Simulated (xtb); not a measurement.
F₃Fe, sextet, from a rough starting geometry (GFN-xTB shapes and energies of metal compounds can be far from the true ones); GFN2-xTB (xtb).

Here is a job for xtb.
```
$ xtb mol.xyz --gfn 2 --uhf 5 --opt vtight --json

# file mol.xyz
4

Fe    -0.00607912    -0.04197245    -0.00479179
F     -1.54197777    -0.91737949     0.02613352
F     -0.02570526     1.71196358    -0.67050592
F      1.55303230    -0.70685732     0.65206901
```

Task: Predict the main parts of the log of this xtb run.

Result: 
```
   ID    Z sym.   atoms
    1   26 Fe     1
    2    9 F      2-4

           -------------------------------------------------
          |                Calculation Setup                |
           -------------------------------------------------

           -------------------------------------------------
          |                 G F N 2 - x T B                 |
           -------------------------------------------------

          ...................................................
          :                      SETUP                      :
          :.................................................:
          :  # basis functions                  22          :
          :  # atomic orbitals                  21          :
          :  # shells                            9          :
          :  # electrons                        29          :
          :  max. iterations                   250          :
          :  Hamiltonian                  GFN2-xTB          :
          :  restarted?                      false          :
          :  GBSA solvation                  false          :
          :  PC potential                    false          :
          :  electronic temp.          300.0000000     K    :
          :  accuracy                    1.0000000          :
          :  -> integral cutoff          0.2500000E+02      :
          :  -> integral neglect         0.1000000E-07      :
          :  -> SCF convergence          0.1000000E-05 Eh   :
          :  -> wf. convergence          0.1000000E-03 e    :
          :  Broyden damping             0.4000000          :
          :  net charge                          0          :
          :  unpaired electrons                  5          :
          ...................................................

 iter      E             dE          RMSdq      gap      omega  full diag
   1    -17.3674282 -0.173674E+02  0.132E+01    9.98       0.0  T
   2    -17.3866038 -0.191756E-01  0.789E+00    9.75       1.0  T
   3    -17.3854796  0.112421E-02  0.240E+00    8.72       1.0  T
   4    -17.3918635 -0.638388E-02  0.104E+00    8.98       1.0  T
   5    -17.3920840 -0.220450E-03  0.545E-01    9.10       1.0  T
   6    -17.3921242 -0.402485E-04  0.216E-01    9.27       1.0  T
   7    -17.3921470 -0.227827E-04  0.967E-02    9.25       1.0  T
   8    -17.3921493 -0.231963E-05  0.863E-02    9.26       1.0  T
   9    -17.3921521 -0.281063E-05  0.450E-02    9.28       1.1  T
[...]
 * total energy  :   -17.3946937 Eh     change       -0.4822908E-02 Eh
 * total energy  :   -17.3940558 Eh     change        0.6379589E-03 Eh
 * total energy  :   -17.3984448 Eh     change       -0.4389009E-02 Eh
 * total energy  :   -17.4002735 Eh     change       -0.1828675E-02 Eh
 * total energy  :   -17.4022937 Eh     change       -0.2020278E-02 Eh
 * total energy  :   -17.4024495 Eh     change       -0.1557586E-03 Eh
 * total energy  :   -17.4025172 Eh     change       -0.6769703E-04 Eh
 * total energy  :   -17.4025749 Eh     change       -0.5765884E-04 Eh
 * total energy  :   -17.4025762 Eh     change       -0.1345863E-05 Eh
 * total energy  :   -17.4025767 Eh     change       -0.5510182E-06 Eh
 * total energy  :   -17.4025769 Eh     change       -0.1126002E-06 Eh
 * total energy  :   -17.4025769 Eh     change       -0.3493476E-08 Eh
   *** GEOMETRY OPTIMIZATION CONVERGED AFTER 14 ITERATIONS ***
         :: total energy             -17.402576863611 Eh    ::
[...]
        18                         -0.1164419              -3.1685 (LUMO)
        19                          0.3928237              10.6893
        20                          0.6481299              17.6365
        21                          0.6481534              17.6372
      -------------------------------------------------------------
                  HL-Gap            0.2876278 Eh            7.8268 eV
             Fermi-level           -0.3666893 Eh           -9.9781 eV

     #   Z          covCN         q      C6AA      α(0)
     1  26 Fe       2.036     1.151     4.823     7.084
     2   9 F        0.679    -0.384    13.334     4.311
     3   9 F        0.679    -0.384    13.334     4.311
     4   9 F        0.679    -0.384    13.334     4.311

 Mol. C6AA /au·bohr⁶  :        148.323109
 Mol. C8AA /au·bohr⁸  :       3444.666119
 Mol. α(0) /au        :         20.016542

Wiberg/Mayer (AO) data.
largest (>0.10) Wiberg bond orders for each atom

 ---------------------------------------------------------------------------
     #   Z sym  total        # sym  WBO       # sym  WBO       # sym  WBO
 ---------------------------------------------------------------------------
     1  26 Fe   3.087 --     2 F    1.029     3 F    1.029     4 F    1.029
     2   9 F    1.081 --     1 Fe   1.029
     3   9 F    1.081 --     1 Fe   1.029
     4   9 F    1.081 --     1 Fe   1.029
 ---------------------------------------------------------------------------

Topologies differ in total number of bonds
Writing topology from bond orders to xtbtopo.mol

molecular dipole:
                 x           y           z       tot (Debye)
 q only:        0.362      -0.593      -1.544
   full:        0.457      -0.749      -1.950       5.435
molecular quadrupole (traceless):
                xx          xy          yy          xz          yz          zz
 q only:       -2.972      -0.754      -2.203      -1.994       3.256       5.175
  q+dip:       -3.594      -0.911      -2.665      -2.410       3.935       6.259
   full:       -3.987      -1.013      -2.953      -2.676       4.371       6.939

optimized geometry written to: xtbopt.xyz

           -------------------------------------------------
          | TOTAL ENERGY              -17.402576863611 Eh   |
          | GRADIENT NORM               0.000009626508 Eh/α |
          | HOMO-LUMO GAP               7.826750429388 eV   |
           -------------------------------------------------

normal termination of xtb
```
